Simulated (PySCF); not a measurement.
A side-by-side comparison of computed properties.

First species: C7H8BF.
InChI=1S/C7H8BF/c9-6-7-2-1-4-8-5-3-7/h1-5,8H,6H2

Second species: C5H7BF2GaN.
SMILES with atom numbers: `[F:1][B:2]([F:3])[c:4]1[cH:5][cH:6][cH:7][n+:8]([GaH3-:9])[cH:10]1` (hydrogens: H11 on C5; H12 on C6; H13 on C7; H14, H15, H16 on Ga9; H17 on C10)

Levels: B3LYP/def2-SVPD for dipole moment, HOMO energy, LUMO energy, HOMO–LUMO gap, static isotropic polarisability and electronic spatial extent ⟨r²⟩ about the centre of nuclear charge; TDDFT B3LYP/def2-SVPD for lowest singlet excitation; PBE0-D3(BJ)/def2-SVP for rotational constant A and rotational constant C. Geometries: PBE0-D3(BJ)/def2-SVP. Each structure is a single optimised conformer of the isolated species, non-relativistic unless stated. Electronic properties by PySCF.

Dipoles, sizes and rotational constants follow the conformer. The torsions of the flexible species, by atom-mapped SMILES:
- `[F:1][CH2:2][C:3]1=[CH:4][CH:5]=[CH:6][BH:7][CH:8]=[CH:9]1`: F1–C2–C3–C4 2°
- `[F:1][B:2]([F:3])[c:4]1[cH:5][cH:6][cH:7][n+:8]([GaH3-:9])[cH:10]1`: F1–B2–C4–C5 180°

```
                                                         property    column X    column Y
                                                    dipole moment      5.75 D      1.50 D
                                                      HOMO energy    -7.16 eV    -6.97 eV
                                                      LUMO energy    -2.86 eV    -2.23 eV
                                                    HOMO–LUMO gap     4.30 eV     4.74 eV
                                        lowest singlet excitation     3.66 eV     4.44 eV
                                  static isotropic polarisability    112.7 au    102.9 au
electronic spatial extent ⟨r²⟩ about the centre of nuclear charge  2714 bohr²  1286 bohr²
                                            rotational constant A   1.852 GHz   3.246 GHz
                                            rotational constant C   0.350 GHz   0.851 GHz
```

Q: Which column belongs to which species?

A: Column X is the second species and column Y the first. The first has 17 atoms and 64 electrons, the second 17 and 98.

Q: How does each property change from the first species to the second?

A: dipole moment +4.25 D; HOMO energy -0.19 eV; LUMO energy -0.63 eV; HOMO–LUMO gap -0.44 eV; lowest singlet excitation -0.78 eV; static isotropic polarisability +9.8 au; electronic spatial extent ⟨r²⟩ about the centre of nuclear charge +1428 bohr²; rotational constant A -1.394 GHz; rotational constant C -0.501 GHz.

On the first: The dipole equals about 5.0 × 10⁻³⁰ C·m (1 D = 3.33564 × 10⁻³⁰ C·m). The principal polarisabilities are 60.2, 114.2 and 134.5 au; their mean is the isotropic value.

On the second: In wavenumbers S1 is 29500 cm⁻¹ (1 eV = 8065.54 cm⁻¹). The dipole matches unit charges of opposite sign 1.20 Å apart (1 e·Å = 4.8032 D). Relativistic effects, spin–orbit coupling among them, are left out although an element past zinc is present.
